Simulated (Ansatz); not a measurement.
Consider the ligand exchange at a Ga–C bond: `C#[C][Ga]([Cl])[Cl]` + `N=C=O` → `O=C=[N][Ga]([Cl])[Cl]` + acetylene.

Computed with Ansatz on PBE0-D4/def2-TZVP structures; ΔE is electronic, products minus reactants. CBS: MP2 limit from def2 TZ/QZ plus the TZ coupled-cluster correction, frozen cores. This one scheme is used for every species. Functionals use def2-TZVPP. B3LYP here is the variant with VWN-RPA as its local correlation; programs differ in this. For Ga outer-core shells are correlated without core-valence functions, which leaves a few kJ/mol of doubt a bond. Scalar relativity is left out up to krypton. One conformer a species, not always the lowest.

`C#[C][Ga]([Cl])[Cl]`:

```xyz
6

C     1.714    0.479   -0.773
C     0.649    0.180   -0.292
Ga   -1.017   -0.284    0.459
Cl   -1.274   -0.498    2.552
Cl   -2.727   -0.618   -0.747
H     2.656    0.742   -1.199
```

`N=C=O`:

Cartesian coordinates in Å:
```
N -0.457 0.396 -0.470
C 0.403 0.002 0.282
O 1.284 -0.248 0.994
H -1.230 -0.149 -0.807
```

`O=C=[N][Ga]([Cl])[Cl]`:

```xyz
6

O    -0.443   -2.455   -1.418
C    -0.296   -1.621   -0.623
N    -0.156   -0.812    0.259
Ga    0.173    0.952    0.493
Cl    0.289    1.702    2.457
Cl    0.433    2.233   -1.168
```

`C#C`:

Cartesian coordinates in Å:
```
C 0.034 0.219 -0.556
C -0.034 -0.219 0.556
H 0.094 0.609 -1.545
H -0.094 -0.609 1.545
```

```csv
level,ΔE (eV)
BHLYP-D4,-0.43
B3LYP,-0.36
LC-ωPBE,-0.38
MP2/def2-TZVPP,-0.38
```

What does CCSD(T)/CBS give? (Estimate.)

Ansatz gave: -0.38 eV. The listed levels differ from it by -0.05, 0.02, 0.00, 0.00 eV.

What do rigid-rotor, harmonic-oscillator terms from PBE0-D4/def2-TZVP frequencies (298.15 K, 1 bar) make of the CCSD(T)/CBS value? (Best estimate.)

The calculation gave: ΔZPE = +0.01 eV, ΔH = -0.36 eV, ΔS = -8 J/(mol·K), ΔG = -0.34 eV. Modes under 50 cm⁻¹ make the entropy rough.

Largest T1 diagnostic among the species: 0.018.

At CCSD(T), def2-SVP lies −0.08 eV from the extrapolated value and def2-TZVPP −0.00 eV. From PBE to PBE0 (25 % exact exchange), in def2-TZVPP and without D4, ΔE moves by −0.05 eV.
